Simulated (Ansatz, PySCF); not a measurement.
C2HF3Si, SMILES C#C[Si](F)(F)F.

Geometry optimised at B3LYP-D3(BJ)/def2-SVP.

Vertical ionisation energy (IE) and electron affinity (EA) in eV. Rows of orbital energies are one-electron estimates. Where ΔSCF, EOM or ADC give a negative EA the extra electron is unbound and the value depends on the basis.

```json
[
 {"level": "−ε(HOMO), −ε(LUMO), M06-2X/def2-TZVP (PySCF)", "IE": "10.64", "EA": "0.09"},
 {"level": "−ε(HOMO), −ε(LUMO), PBE/def2-TZVP (PySCF)", "IE": "8.06", "EA": "1.97"},
 {"level": "ΔSCF, CAM-B3LYP/def2-SVPD (Ansatz), final states of multiplicity 2 and 2", "IE": "12.06", "EA": "-1.02"},
 {"level": "ΔSCF, PBE/def2-SVPD (Ansatz), final states of multiplicity 2 and 2", "IE": "11.84", "EA": "-0.94"}
]
```

Problem. What vertical singlet–triplet gap does ΔSCF give with CAM-B3LYP/def2-SVPD (Ansatz, a first-principles code) and with PBE/def2-SVPD (Ansatz)? (An estimate is asked for; the answer gives what the named calculation found.)

Solution. 5.10 and 5.15 eV (triplet above singlet where positive).
